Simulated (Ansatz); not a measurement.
The same path of BCl2H2N + H4Si (11 atoms, charge 0, multiplicity 1) was run twice with different band settings. Lost on the way: Si7–H11. Made: B1–Si7, N2–H11.

All numbers below come from Ansatz, RKS PBE-D4/6-31G*.

Relaxed end points:

```xyz
11
Properties=species:S:1:pos:R:3
B 0.306 -0.540 0.295
N 0.227 -1.196 1.526
H -0.646 -1.575 1.888
H 1.033 -1.314 2.135
Cl 1.858 0.115 -0.272
Cl -1.153 -0.359 -0.710
Si -1.003 3.080 1.018
H -2.462 2.902 0.729
H -0.801 4.367 1.760
H -0.229 3.112 -0.262
H -0.523 1.945 1.871
```

```xyz
11
Properties=species:S:1:pos:R:3
B 0.043 0.598 0.369
N -0.059 -0.220 1.786
H -1.043 -0.384 2.049
H 0.404 -1.140 1.686
Cl 1.875 0.736 0.083
Cl -0.818 -0.523 -0.839
Si -0.864 2.421 0.532
H -2.324 2.296 0.895
H -0.240 3.265 1.618
H -0.779 3.194 -0.750
H 0.411 0.294 2.547
```

Common settings: movable images 5; climbing image yes; spring 5.0 eV/Å²; optimiser quadratic models (default); start path through a guess of the saddle point; iteration limit 60; end points relaxed.

| run | force threshold |
| --- | --- |
| 1 | 0.05 eV/Å |
| 2 | 0.2 eV/Å |

Problem. What does each run give, and how far can it be trusted?

Solution. Run 1: converged after 26 iterations, highest image 1.952 eV above the first end. Neighbouring images differ by up to 1.9 eV, so the band resolves the path poorly. A vibrational analysis at the climbing image gives one clearly imaginary mode, 1259i cm⁻¹: a first-order saddle point.
Run 2: converged after 19 iterations, highest image 1.958 eV above the first end. The threshold of 0.2 eV/Å is loose, so the images may lie well off the minimum-energy path. Beside the main top the profile has a ripple of under 15 meV (maxima at images 3, 5), which may be a very shallow well or noise. Neighbouring images differ by up to 1.9 eV, so the band resolves the path poorly. The order of the point at the top wasn't checked.
The orbitals stay closed-shell, which can raise the energy where a bond breaks towards radicals; this wasn't checked here.
